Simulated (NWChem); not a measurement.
Molecule: InPH4; SMILES [PH2][InH2]

All runs: NWChem. def2 effective core potentials on In; no spin-orbit coupling. Each level has its own optimisation; frequencies are unscaled.

| level | r H–In (Å) | r In–P (Å) | r H–P (Å) | highest harmonic frequency (cm⁻¹) | lowest (cm⁻¹) | zero-point energy (kcal/mol) |
|---|---|---|---|---|---|---|
| LDA (Slater exchange, VWN5)/def2-SVP | 1.730 | 2.485 | 1.441 | 2340 | 186 | 17.3 |
| PBE/def2-SVP | 1.749 | 2.535 | 1.441 | 2334 | 174 | 17.2 |
| PBE0/def2-SVP | 1.733 | ___ | ___ | ___ | ___ | ___ |

Question: What belongs in the gaps?

Answer: 
- PBE0/def2-SVP, r In–P (Å): 2.512
- PBE0/def2-SVP, r H–P (Å): 1.429
- PBE0/def2-SVP, highest harmonic frequency (cm⁻¹): 2421
- PBE0/def2-SVP, lowest (cm⁻¹): 179
- PBE0/def2-SVP, zero-point energy (kcal/mol): 17.9
